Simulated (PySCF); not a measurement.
Run record: geometry optimisation, `F[SiH2]S[SiH2]F`.

Method: PBE0-D3(BJ)/def2-SVP geometry optimisation, gas phase (PySCF 2.14.0). Start geometry: GFN2-xTB. The input is one job of a driver script: a line of settings, then coordinates in Å.

Command:
```bash
OMP_NUM_THREADS=1 python probes_run.py task.json out
```

Input:
```
{"job": {"xc": "PBE0", "basis": "def2-SVP", "d3": "d3bj", "grid": 1, "shake": 0.01, "kind": "geom"}, "charge": 0, "multiplicity": 1}
F     -1.768250     0.682910     1.087310
Si    -1.649880    -0.170360    -0.261550
S      0.065730    -1.412530    -0.062900
Si     1.689940     0.014650     0.245810
F      1.687860     0.983130    -1.038320
H     -2.769570    -1.068070    -0.307210
H     -1.480590     0.810480    -1.313210
H      2.892950    -0.751520     0.227860
H      1.389610     0.894140     1.388470
```

Problem. Estimate the output.

Solution. 
```
step   0  E = -1178.38865738  max force = 0.038177
step   1  E = -1178.39438182  max force = 0.005524
step   2  E = -1178.39535022  max force = 0.002637
step   3  E = -1178.39550364  max force = 0.000540
step   4  E = -1178.39557361  max force = 0.001189
step   5  E = -1178.39573850  max force = 0.002341
step   6  E = -1178.39551641  max force = 0.003864
step   7  E = -1178.39607307  max force = 0.001883
step   8  E = -1178.39609762  max force = 0.001006
step   9  E = -1178.39613536  max force = 0.000857
step  10  E = -1178.39614393  max force = 0.000916
step  11  E = -1178.39614991  max force = 0.000369
optimisation converged
```

Energies in Eh; «max force» is the largest Cartesian gradient component in Eh/bohr.

Problem. Give the first gradient maximum in eV/Å.

Solution. With 1 Eh/bohr = 51.422 eV/Å, 1.963 eV/Å.

Problem. At which steps does the energy rise by more than 1e-5 Eh?

Solution. At step 6 (+0.22 mEh).

Summary of the converged run: final energy -1178.39615 Eh after 11 steps; dipole 0.17 D.

Problem. Give the final coordinates.

Solution. 0.412 Å rms from the input after alignment:
```
atom  x, y, z in Å
F1    -1.8496    0.3737    1.5574
Si2   -1.6036   -0.1461    0.0412
S3     0.0775   -1.4625   -0.0318
Si4    1.6217    0.0123   -0.0520
F5     1.8429    0.5832   -1.5536
H6    -2.7851   -0.9363   -0.3817
H7    -1.3633    1.0560   -0.7973
H8     2.8695   -0.6636    0.3774
H9     1.2479    1.1658    0.8061
```

Problem. Estimate the wall time. Hardware: one thread of an Arm Neoverse V1, shared host with 32 logical CPUs at a one-minute load of 17. And the peak memory of the process?

Solution. About 45 s, with 0.42 GiB resident at the peak, the Python interpreter and its libraries included.
Labels such as C1 count atoms from 1, the log's own numbers from 0.
